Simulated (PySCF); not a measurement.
A thermochemical cycle for SbF

MP2 in PySCF with x2c-SVPall on every atom, spin-free X2C, for the lowest determinant that a PBE0 search found; no spin–orbit coupling. SbF, a triplet (π ↑↑), has De = 3.55 eV to neutral atoms, and SbF⁺, a doublet (π ↑), has De = 3.85 eV to Sb⁺ + F.

At the same level the Sb atom ionises at 8.91 eV.

What is the adiabatic ionisation energy of the molecule, and does ionisation strengthen or weaken the bond?

IE = IE(Sb) + De(neutral) − De(ion) = 8.91 + 3.55 − 3.85 = 8.61 eV. De changes by +0.30 eV, so ionisation strengthens the bond.

Correlated steps freeze 19 core orbitals. Correlated levels converge slowly with the basis: in double zeta they bind strong bonds too weakly, by up to about 1 eV, and carry superposition errors of some tenths. These are scalar-relativistic numbers at best; spin–orbit coupling would shift them, the dissociation energy most. For an ion De counts to the pair picked by the measured ionisation energies or electron affinities, which need not be the lowest pair at this level. States were picked by a PBE0 search and need not be the measured ground states.
